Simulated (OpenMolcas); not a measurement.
**Zr2+: the spin-orbit constant, Racah parameters, worked from levels**

* Program: OpenMolcas 26.06
* Basis: ANO-R2 [7s5p4d2f1g]
* Scalar Hamiltonian: X2C, finite nucleus
* Active space: 2 electrons in 5 orbitals (4d)
* State averaging: 2S+1 = 3 even, 10 roots; 2S+1 = 1 even, 15 roots
* Spin-orbit coupling: RASSI with atomic mean-field integrals over the reference wave functions, term energies averaged over their components

Methods: CASSCF; SS-CASPT2, IPEA 0.25 Eh, imaginary shift 0.1 Eh (closed shells correlated: 4s 4p). Measured levels: Moore, Atomic Energy Levels, vol. II, NSRDS-NBS 35 (1971 reprint of NBS Circular 467, 1952); NIST levels as listed in Rynkun, Gaigalas and Jonsson, Astron. Astrophys. 637, A10 (2020).

**The spin-orbit constant.** For the Hund term ³F of d2, E(J) = (A/2) J(J+1) + constant and ζ = 2S·A = 2A. From J = 2 to J = 4 the energy changes by 7 A.

| Source | E(4) - E(2) | A | ζ |
| --- | --- | --- | --- |
| CASSCF | 1519.1 | 217.0 | 434 |
| SS-CASPT2 | 1550.1 | 221.4 | 443 |
| measured | 1486.4 | 212.3 | 425 |

All in cm-1. SS-CASPT2 is off by +4.3 % and CASSCF by +2.2 %. Both methods take the spin-orbit matrix elements from the reference wave functions, so the second can move ζ only through the term energies and any multistate remixing. Second-order mixing with other terms is absorbed into this ζ.

**Racah parameters.** Above ³F, d2 has ³P at 15B, ¹G at 12B + 2C and ¹D at 5B + 2C. The first two fix B and C, and the third tests them; where it misses by thousands of cm-1, two parameters do not describe the configuration (Trees and configuration-interaction terms are left out) and B and C hang on the terms chosen. Term energies are centres of gravity, weighted by 2J + 1.

```json
{"Source": "CASSCF", "³P": "9713", "¹G": "12638", "B": "648", "C": "2434", "C/B": "3.76", "¹D from B, C": "8108", "¹D found": "8054"}
{"Source": "SS-CASPT2", "³P": "7886", "¹G": "10120", "B": "526", "C": "1906", "C/B": "3.62", "¹D from B, C": "6442", "¹D found": "4292"}
{"Source": "measured", "³P": "7717", "¹G": "10185", "B": "514", "C": "2006", "C/B": "3.90", "¹D from B, C": "6582", "¹D found": "4878"}
```

Energies in cm-1. From CASSCF to SS-CASPT2, B changes by -18.8 % and C by -21.7 %. Against the measured terms, SS-CASPT2 has B off by +2.3 % and C by -5.0 %.

CASPT2 breaks the degeneracy within a term, and the mean is taken; among the terms shown or strongly mixed into the levels shown the widest spread is 420 cm-1 (4d² ³F, SS-CASPT2). Levels of configurations with an s electron are missing; early in the row they begin among the upper levels of the d shell and mix with terms of their name. Without dynamic correlation excited terms often stand tens of per cent too high (terms of higher spin than the ground term too low), and those without a measured partner can miss by more than the paired ones (holds for CASSCF). Some levels mix across a computed gap that differs much from the measured one, so their mixing is not that of the real levels (holds for CASSCF). Computed and measured levels are paired by configuration, term and J; levels that our copy of the source lacks, or whose pairing is in doubt (as where it misses far off the trend of its configuration), stay unpaired and out of the deviations. Levels of configurations outside the active space are missing.
